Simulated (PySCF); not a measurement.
CH4N2S, SMILES NC(N)=S.

Geometry optimised at B3LYP-D3(BJ)/def2-SVP. One conformer was computed; it need not be the lowest.

Computed with SMD-ωB97X/def2-SVP (PySCF).

Solvation free energies are E(SMD) − E(gas) at the gas-phase geometry, for 1 M in both phases. In vacuum the dipole moment is 5.15 D.

Computed solvation free energies in water, tetrahydrofuran, chloroform:
```tsv
solvent	ΔG(solv) (kcal/mol)	its non-electrostatic (CDS) part	dipole (D)
water	-11.6	1.9	6.83
tetrahydrofuran	-11.5	-0.6	6.52
chloroform	-10.5	-1.0	6.34
```
